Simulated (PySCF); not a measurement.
How the method changes the constants of SnP

State: ²Π (doublet), unpaired electrons π ↑. Set-up: PySCF, scalar-relativistic core potentials, basis sets Sn cc-pVDZ-PP with ECP28, P cc-pV(D+d)Z. De refers to Sn + P in their high-spin ground configurations, without counterpoise correction. The functionals are run spin-unrestricted. A positive dipole means Sn(−)P(+). Levels whose curve was spin-contaminated or gave no clean fit are not listed.

```json
{"Level": "PBE", "Re (Å)": "2.383", "ωe (cm⁻¹)": "392", "De (eV)": "3.07", "μ (D)": "-1.95", "CPU s a point (SCF and correlation, without the integrals)": "0.38"}
{"Level": "r²SCAN", "Re (Å)": "2.360", "ωe (cm⁻¹)": "406", "De (eV)": "2.76", "μ (D)": "-2.05", "CPU s a point (SCF and correlation, without the integrals)": "0.51"}
{"Level": "B3LYP", "Re (Å)": "2.370", "ωe (cm⁻¹)": "403", "De (eV)": "2.83", "μ (D)": "-2.00", "CPU s a point (SCF and correlation, without the integrals)": "0.45"}
{"Level": "PBE0", "Re (Å)": "2.349", "ωe (cm⁻¹)": "417", "De (eV)": "2.72", "μ (D)": "-2.14", "CPU s a point (SCF and correlation, without the integrals)": "0.65"}
{"Level": "HSE06", "Re (Å)": "2.353", "ωe (cm⁻¹)": "415", "De (eV)": "2.77", "μ (D)": "-2.10", "CPU s a point (SCF and correlation, without the integrals)": "0.77"}
```

Task: What does a quarter of exact exchange do here, going from PBE to PBE0?

Result: PBE0 less PBE: -3.4 pm in Re, +6.4 % in ωe, -0.35 eV in De. Exact exchange removes part of the self-interaction that spreads semilocal densities, and in most molecules shortens and stiffens the bond and lowers De; so it does here.

Task: What does the step from GGA to meta-GGA do here, going from PBE to r²SCAN?

Result: r²SCAN less PBE: -2.3 pm in Re, +3.6 % in ωe, -0.31 eV in De. 

Spin–orbit coupling is left out, which matters for elements this heavy, above all for dissociation energies. The state was picked by a PBE0 search and need not be the measured ground state.

The whole job (state search and all levels along the bond) took about 1.5 min on 1 thread of Intel Xeon Platinum 8488C (shared host), peak memory 0.53 GiB.
